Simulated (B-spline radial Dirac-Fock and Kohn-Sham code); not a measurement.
Level of theory: relaxed Dirac-Fock hole states (ΔSCF) with Breit and QED corrections and a finite nucleus; an atomic code on a B-spline grid. No correlation.

Q: Identify the element and charge state from the binding energies below (tabulated ground configuration; the least bound level is included).

```csv
level,binding energy (eV)
2p1/2,14966.3
3s,3975.7
3p1/2,3684.1
4s,1112.8
4d3/2,667.3
5s,379.6
5p3/2,305.1
```

A: Tl¹³⁺: Z = 81 with 68 electrons, [Xe] 4f14.

Values without a named source are computed, but for edge energies of neutral atoms, which are taken from tables.
